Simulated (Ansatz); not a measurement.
H₄MoO₅ (`[O]=[Mo]([OH])([OH])([OH])[OH]`), 10 atoms. Charge 0, multiplicity 1. Correlated methods include outer-core shells of Mo, which these sets cover unevenly. Mo: def2 effective core potential. All runs use 4 threads of an AMD EPYC 9R45 on a shared host. Correlated methods freeze the cores.

Question: How many basis functions does each run have, and how long does it take in Ansatz? RKS PBE0-D4/def2-QZVPP energy; RKS ωB97M-V/def2-TZVPP energy and forces; RKS PBE0-D4/def2-TZVP relaxation (7 steps); RKS PBE0-D4/def2-SVP energy; RHF-CCSD(T)/def2-SVP energy; direct RPA on PBE orbitals/def2-TZVPP energy; RKS PBE0-D4/def2-TZVPP energy; RKS ωB97M-V/def2-QZVPP energy; RHF-CCSD(T)/def2-TZVPP energy; RKS PBE0-D4/def2-TZVP frequencies; RKS ωB97M-V/def2-SVP energy; RKS SPW92 (LDA)/def2-TZVPP energy. (An estimate is asked.)

Answer: Computed: Other jobs shared the machine, so times are rough.

| level | job | functions | wall time | peak host memory (GiB) |
| --- | --- | --- | --- | --- |
| RKS PBE0-D4/def2-SVP | energy | 121 | 0.55 s | 0.31 |
| RKS SPW92 (LDA)/def2-TZVPP | energy | 267 | 0.65 s | 0.37 |
| RKS PBE0-D4/def2-TZVPP | energy | 267 | 1.4 s | 0.71 |
| RKS ωB97M-V/def2-SVP | energy | 121 | 1.8 s | 0.44 |
| direct RPA on PBE orbitals/def2-TZVPP | energy | 267 | 2.9 s | 0.81 |
| RKS PBE0-D4/def2-QZVPP | energy | 486 | 3.4 s | 1.8 |
| RKS ωB97M-V/def2-TZVPP | energy and forces | 267 | 4.8 s | 1 |
| RHF-CCSD(T)/def2-SVP | energy | 121 | 7.5 s | 0.93 |
| RKS ωB97M-V/def2-QZVPP | energy | 486 | 7.5 s | 2.2 |
| RKS PBE0-D4/def2-TZVP | relaxation (7 steps) | 219 | 12 s | 0.62 |
| RKS PBE0-D4/def2-TZVP | frequencies | 219 | 67 s | 0.66 |
| RHF-CCSD(T)/def2-TZVPP | energy | 267 | 2.8 min | 8.2 |
